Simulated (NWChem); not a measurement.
Si2H4OClF; SMILES [SiH2](O)[Si@H](Cl)F

```xyz
9

O      0.9103     2.2384     0.1538
Si    -0.5818     1.5897    -0.2136
Si    -0.4963    -0.6553     0.4647
F     -1.5989    -1.5697    -0.3006
Cl     1.3901    -1.2693    -0.1596
H      1.6668     1.6933    -0.0908
H     -0.8952     1.6067    -1.6766
H     -1.6014     2.3829     0.5245
H     -0.6000    -0.9651     1.9159
```
Atoms are numbered in this order, from 1.

Computed with NWChem. Medium grid unless said otherwise, to which SCAN and Minnesota functionals are sensitive. All runs use the structure optimised with PBE0/def2-SVP. Hybrids' shares of exact exchange are those that their runs print; pure functionals count as 0. The functionals differ in more than this share.

```csv
row,share of exact exchange,highest occupied level (eV)
PBE/def2-SVP,0.00,-6.68
M06-L/def2-SVP,0.00,-7.06
TPSSh/def2-SVP,0.10,-7.43
B3LYP/def2-SVP,0.20,-7.80
B3PW91/def2-SVP,0.20,-7.87
MPW1K/def2-SVP,0.43,withheld
M06-2X/def2-SVP,0.54,-9.25
```

Q: Fit a straight line of the last column on the one before it, predict the withheld value, and compare with the run.

A: 
1. Means of the 6 shown rows: x = 0.173, y = -7.682. Slope Σ(x − x̄)(y − ȳ)/Σ(x − x̄)² = -0.8831/0.2013 = -4.386; intercept -6.921.
2. The shown rows scatter about the line by 0.122 (root mean square); the largest residual is +0.24, at PBE/def2-SVP.
3. At x = 0.43 (MPW1K/def2-SVP; inside the shown range) the line gives -8.81.
4. The run gives -9.09, -0.28 from the line, 2.3 times the scatter.
